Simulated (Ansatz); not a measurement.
Geometry optimisation, RKS BHLYP-D4/def2-SVP (Ansatz).

The input (input.yaml):

```yaml
crystal:
  periodic: [false, false, false]
  atoms:
    - { symbol: Sn, position_ang: [0.0, 0.0, 0.0] }
    - { symbol: O, position_ang: [0.0, 0.0, 2.31] }
    - { symbol: H, position_ang: [-0.9095, -0.2814, 2.6471] }
    - { symbol: Cl, position_ang: [2.2726, 0.0, -0.8025] }
    - { symbol: H, position_ang: [-0.8195, 1.4198, -0.5794] }
    - { symbol: Cl, position_ang: [-1.1351, -1.9666, -0.8025] }
    - { symbol: S, position_ang: [1.4301, -2.1716, 0.864] }
    - { symbol: H, position_ang: [0.645, -3.3249, 0.7468] }
    - { symbol: H, position_ang: [0.7327, -1.1126, 2.0831] }
basis:
  gaussian: { orbitals: def2-SVP }
hamiltonian:
  xc: { name: BHLYP }
  dispersion: d4
relax:
  f_tol: 0.15
  max_steps: 25
  restrain:
    - { distance: [0, 6], at: 2.44, k: 30.0 }
    - { distance: [8, 1], at: 1.01, k: 30.0 }
    - { distance: [0, 1], at: 3.16, k: 30.0 }
    - { distance: [8, 6], at: 2.6, k: 30.0 }
```

Command:

```bash
$ ansatz run input.yaml --threads 4 --pin off --max-ram 5120MiB --backend cpu --events-out ev --progress --plain --runs-dir out
```

Problem. Where does it end, and by what steps?

Solution. The forces met the threshold. The restraints hold the end off the free minimum; the threshold counts their pulls, which the force column leaves out. Restrained pairs: Sn1–S7 (2.74 → 2.43 Å), O2–H9 (1.35 → 0.98 Å), Sn1–O2 (2.31 → 3.15 Å), S7–H9 (1.76 → 2.60 Å). After 22 steps the energy has fallen by 3.073 eV (the restraints' own energy left out); Cl4 moved furthest, 1.83 Å.

```json
{"step": "0", "energy less start (eV)": "0.0000", "largest force component (eV/Å)": "2.060", "accepted": "yes"}
{"step": "1", "energy less start (eV)": "-0.0796", "largest force component (eV/Å)": "2.826", "accepted": "yes"}
{"step": "2", "energy less start (eV)": "-0.5245", "largest force component (eV/Å)": "2.079", "accepted": "yes"}
{"step": "3", "energy less start (eV)": "-1.3801", "largest force component (eV/Å)": "1.212", "accepted": "yes"}
{"step": "4", "energy less start (eV)": "-1.9943", "largest force component (eV/Å)": "0.816", "accepted": "yes"}
{"step": "5", "energy less start (eV)": "-2.3007", "largest force component (eV/Å)": "2.274", "accepted": "yes"}
{"step": "6", "energy less start (eV)": "-2.5350", "largest force component (eV/Å)": "2.061", "accepted": "yes"}
{"step": "7", "energy less start (eV)": "-2.7430", "largest force component (eV/Å)": "1.556", "accepted": "yes"}
{"step": "8", "energy less start (eV)": "-2.8519", "largest force component (eV/Å)": "1.033", "accepted": "yes"}
{"step": "9", "energy less start (eV)": "-2.8942", "largest force component (eV/Å)": "0.805", "accepted": "yes"}
{"step": "10", "energy less start (eV)": "-2.9267", "largest force component (eV/Å)": "0.810", "accepted": "yes"}
{"step": "11", "energy less start (eV)": "-2.9541", "largest force component (eV/Å)": "0.777", "accepted": "yes"}
{"step": "12", "energy less start (eV)": "-2.9705", "largest force component (eV/Å)": "0.897", "accepted": "yes"}
{"step": "13", "energy less start (eV)": "-2.9885", "largest force component (eV/Å)": "0.799", "accepted": "yes"}
{"step": "14", "energy less start (eV)": "-2.9780", "largest force component (eV/Å)": "1.465", "accepted": "no"}
{"step": "15", "energy less start (eV)": "-3.0085", "largest force component (eV/Å)": "0.784", "accepted": "yes"}
{"step": "16", "energy less start (eV)": "-3.0167", "largest force component (eV/Å)": "0.955", "accepted": "yes"}
{"step": "17", "energy less start (eV)": "-3.0373", "largest force component (eV/Å)": "0.752", "accepted": "yes"}
{"step": "18", "energy less start (eV)": "-3.0451", "largest force component (eV/Å)": "0.974", "accepted": "yes"}
{"step": "19", "energy less start (eV)": "-3.0134", "largest force component (eV/Å)": "1.723", "accepted": "no"}
{"step": "20", "energy less start (eV)": "-3.0600", "largest force component (eV/Å)": "0.839", "accepted": "yes"}
{"step": "21", "energy less start (eV)": "-3.0656", "largest force component (eV/Å)": "0.877", "accepted": "yes"}
{"step": "22", "energy less start (eV)": "-3.0729", "largest force component (eV/Å)": "0.768", "accepted": "yes"}
```

```xyz
9
Properties=species:S:1:pos:R:3
Sn 0.609 -0.328 -0.268
O -0.650 -0.243 2.621
H -1.499 -0.645 2.438
Cl 1.545 -0.490 -2.408
H 0.625 1.293 0.189
Cl -1.544 -1.216 -0.553
S 1.826 -1.864 1.170
H 1.354 -2.942 0.525
H -0.050 -1.003 2.753
```

Run time: 52 s on 4 threads of Arm Neoverse V1, on a shared host, peak memory 0.32 GiB.
